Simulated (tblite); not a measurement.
Species: C10H20O3S.
Geometry (GFN2-xTB, Å), atoms numbered from 1 in this order:
```xyz
34
C10H20O3S angstrom
C     -2.5730   -0.1699    1.8446
C     -1.1193   -0.3349    1.4074
C     -0.8648   -0.2716   -0.1148
C     -1.8752   -1.1978   -0.8344
C     -1.6174   -1.4678   -2.3143
C      0.5641   -0.7560   -0.4169
C      1.6981    0.0533    0.2180
O      2.8802   -0.7022    0.0205
C      3.9636   -0.3302    0.8360
C      1.7797    1.4369   -0.4143
S      0.2337    2.2957   -0.0192
O      0.1646    2.4478    1.4099
O      0.1515    3.4964   -0.8073
C     -1.0462    1.1559   -0.6201
H     -2.6134   -0.1453    2.9308
H     -3.1957   -0.9934    1.5051
H     -2.9936    0.7633    1.4794
H     -0.7554   -1.2972    1.7749
H     -0.5434    0.4540    1.8884
H     -1.8895   -2.1549   -0.3095
H     -2.8655   -0.7510   -0.7413
H     -0.7315   -2.0791   -2.4625
H     -2.4649   -2.0090   -2.7299
H     -1.5060   -0.5449   -2.8782
H      0.7390   -0.7548   -1.4931
H      0.6698   -1.7867   -0.0728
H      1.5298    0.1823    1.2971
H      3.6793   -0.3317    1.8949
H      4.7390   -1.0748    0.6673
H      4.3553    0.6588    0.5760
H      1.8699    1.3894   -1.4957
H      2.5833    2.0400    0.0009
H     -1.9963    1.5816   -0.3083
H     -0.9634    1.2275   -1.7008
```

Method: GFN2-xTB as coded in tblite; computed harmonic values from a numerical Hessian at the method's own geometry, unscaled. Against measured fundamentals such values can be off by several per cent, at times by over 20. One conformer, not necessarily the lowest.

Harmonic wavenumbers (cm⁻¹): 56.2, 69.3, 77.6, 96.2, 118.2, 134.2, 168.7, 203.6, 207.0, 222.0, 238.7, 243.4, 276.9, 282.7, 295.3, 307.8, 347.7, 364.1, 384.8, 429.4, 455.2, 462.3, 493.0, 525.6, 550.8, 707.4, 756.8, 785.2, 806.0, 816.8, 831.2, 845.3, 900.6, 946.0, 973.2, 985.5, 992.9, 1023.3, 1043.4, 1062.5, 1071.3, 1092.8, 1096.6, 1110.0, 1116.0, 1123.1, 1130.6, 1144.4, 1163.4, 1166.5, 1200.9, 1208.3, 1216.4, 1247.5, 1253.5, 1275.9, 1299.5, 1307.0, 1320.4, 1343.3, 1351.7, 1366.4, 1406.2, 1412.1, 1419.2, 1424.9, 1429.9, 1469.3, 1483.3, 1487.1, 1487.4, 1489.3, 1502.9, 1505.0, 1517.7, 1520.1, 2881.4, 2911.6, 2933.2, 2973.4, 2980.6, 2989.2, 2998.2, 3002.8, 3015.0, 3020.4, 3022.0, 3025.0, 3028.6, 3029.3, 3032.1, 3039.2, 3040.9, 3045.2, 3049.8, 3050.8.

A = 670.4, B = 522.0, C = 410.1 MHz; mass 220.113 u (most abundant isotopes); point group C1, symmetry number 1.

Question: Zero-point energy?

Answer: ½Σν̃ = 63858 cm⁻¹ = 182.58 kcal/mol.

Question: What is S at 400 K and 1 bar for an ideal gas of classical rigid rotors and harmonic oscillators?

Answer: Translation 43.56, rotation 32.96, vibration 70.05: S = 146.6 cal/(mol K).

Question: And Cp and H(400 K) − H(0)?

Answer: Cp = 81.46 cal/(mol K), of which vibrations give 73.51 (their classical limit is 96 R = 190.8); H(400 K) − H(0) = 18.07 kcal/mol without the zero-point energy, 14.89 from vibrations.

Question: Blend soft modes into free rotors: weight 1/[1 + (100 cm⁻¹/ν̃)⁴] for the oscillator and the rest for a rotor with moment μB/(μ + B), μ = h/(8π²ν), B = 10⁻⁴⁴ kg m². What vibrational entropy results?

Answer: 65.96 cal/(mol K) in place of 70.05, which changes −T·S at 400 K by +1.64 kcal/mol.

Question: How do the functions run with temperature in this model?

Answer: 
| T (K) | S (cal/(mol K)) | Cp (cal/(mol K)) | H − H(0) (kcal/mol) | G − H(0) (kcal/mol) | ln q(vib) |
| --- | --- | --- | --- | --- | --- |
| 150 | 92.0 | 37.4 | 3.27 | -10.53 | 4.73 |
| 250 | 115.1 | 54.5 | 7.87 | -20.91 | 9.46 |
| 298.15 | 125.4 | 63.2 | 10.70 | -26.70 | 11.73 |
| 600 | 185.5 | 111.0 | 37.48 | -73.83 | 25.79 |
| 900 | 236.4 | 139.6 | 75.43 | -137.34 | 39.04 |

q(vib) and H(0) count from the zero-point level.

Hindered rotation and anharmonicity are outside this model. Other conformers, if any are populated, would add a mixing term that is left out. The structure is chiral; the term R ln 2 for an equal mix with its mirror image is left out.
